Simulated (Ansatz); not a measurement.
Start from `N=C([SiH3])[SiH2]N` and change one atom or group to get `N=C([SiH3])S`.

Ansatz, PBE0-D4/def2-TZVP geometries, multiplicity 1. Each molecule was computed in one conformer, which needn't be the lowest.

| property | `N=C([SiH3])[SiH2]N` |
| --- | --- |
| HOMO energy (B3LYP/def2-TZVPP) / eV | -6.51 |
| HOMO–LUMO gap (PBE/def2-TZVPP) / eV | 3.13 |
| HOMO–LUMO gap (B3LYP/def2-TZVPP) / eV | 5.09 |
| size of the dipole moment (B3LYP/def2-TZVPP) / D | 0.83 |
| size of the dipole moment (ωB97M-V/def2-TZVPP) / D | 0.89 |
| LUMO energy (PBE0/def2-TZVPP) / eV | -1.21 |

Q: Give the same properties after the change, and the shifts. (Estimate.)

A: Computed: 
```tsv
property	`N=C([SiH3])S`	shift
HOMO energy (B3LYP/def2-TZVPP) / eV	-7.30	-0.79
HOMO–LUMO gap (PBE/def2-TZVPP) / eV	4.31	1.18
HOMO–LUMO gap (B3LYP/def2-TZVPP) / eV	6.16	1.07
size of the dipole moment (B3LYP/def2-TZVPP) / D	1.53	0.70
size of the dipole moment (ωB97M-V/def2-TZVPP) / D	1.52	0.63
LUMO energy (PBE0/def2-TZVPP) / eV	-0.94	0.27
```

With PBE0 the HOMO falls by 0.83 eV and the LUMO rises by 0.27 eV, so the gap widens by about 1.10 eV. PBE moves the HOMO by -0.85 eV and ωB97M-V by -0.74 eV. Dipoles are sizes alone; their direction can turn.

B3LYP here is the variant with VWN-RPA as its local correlation; programs differ in this.
